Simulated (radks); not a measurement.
The mean radii <r> (bohr) of the occupied orbitals of an atom or ion are listed with their occupations. All-electron calculation, scalar-relativistic Kohn-Sham, PBE, spin-polarised, spherical densities, finite nucleus; Fermi nuclear charge, rms radius of each element as measured or else 0.836 A^(1/3) + 0.57 fm. Program: a radial shooting solver on a logarithmic mesh with Libxc functionals.

orbital  occ.      <r>
1s          2  0.03916
2s          2   0.1725
2p          6   0.1504
3s          2   0.4921
3p          6   0.4985
3d         10   0.4983
4s          2    1.357
4p          6    1.567
5s          2    4.333

Name the element and its charge. Open shells, if any, are filled with parallel spins first.

Answer. Z = 38, strontium, charge 0: Sr in [Kr] 5s2. The 1s radius gives Z: for a bare nucleus <r> = (2 gamma + 1)/(2Z) with gamma = sqrt(1 - (Z/c)^2), 0.03844 bohr for Z = 38, and screening makes it slightly larger (0.03916 here). The occupations add up to 38, and the charge is Z minus that.
